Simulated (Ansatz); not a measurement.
A run for Ansatz (an electronic-structure program): U-wB97M-V/def2-TZVPP on CH2Cl (SMILES [CH2]Cl), 2S+1 = 2, atoms moved off the minimum.

Ansatz 0.2 input:
```yaml
crystal:
  periodic: [false, false, false]
  atoms:
    - {symbol: C, position_ang: [-1.16382428, -0.11851797, -0.21510576]}
    - {symbol: Cl, position_ang: [0.47387600, -0.10331099, -0.04131020]}
    - {symbol: H, position_ang: [-1.58442835, 0.98299776, 0.04964581]}
    - {symbol: H, position_ang: [-1.56571020, -1.12301315, 0.04158433]}
basis:
  gaussian:
    orbitals: def2-TZVPP
hamiltonian:
  xc: {name: wB97M-V}
magnetization: {spin_polarized: true, initial_magnetization: 1}
output: {forces: true}
```

It printed:

```
WARN ansatz: RAYON_NUM_THREADS=1 ignored (pool sized by the plan → 1); use --threads N
Functional definition: wB97M-V
integrals: 0.03 GiB planned
608 factors; their error is unknown
integrals: 0.06 GiB planned
122 factors; integrals over basis functions are off by at most 4.1e-5 eV
mean field: 0.43 GiB planned
mean field evaluation 1: about -13588.6846 eV, gradient 1.2e1 eV
mean field evaluation 2: about -13589.0611 eV, gradient 9.5e0 eV
mean field evaluation 4: about -13589.4860 eV, gradient 5.7e-1 eV
mean field evaluation 8: about -13589.5069 eV, gradient 2.9e-2 eV
mean field evaluation 16: about -13589.5069 eV, gradient 3.8e-5 eV
mean field -13589.50687503 eV, -499.4051663588 hartree, gradient 3.8e-5 eV, S^2 0.754148; 0 other end points of the search recorded, 0 dependent functions left out
the calculation of the forces begins
reference -13589.50690652 eV, -499.4051675160 hartree; 13, 12 occupied and 88, 89 virtual orbitals, 608 factors
Total energy: -13589.50690652 eV, -499.4051675160 hartree
Atom 0 at    -1.163824    -0.118518    -0.215106 Å, force    -2.016247     1.996647     1.167254 eV/Å
Atom 1 at     0.473876    -0.103311    -0.041310 Å, force     2.081839    -0.037814    -0.066713 eV/Å
Atom 2 at    -1.584428     0.982998     0.049646 Å, force     0.326997    -3.253750    -0.778773 eV/Å
Atom 3 at    -1.565710    -1.123013     0.041584 Å, force    -0.392589     1.294917    -0.321769 eV/Å
Dipole moment:    -0.164594    -0.002252     0.085565 e Å
```

The run converged.

Cost: around 5 core-seconds (rough).
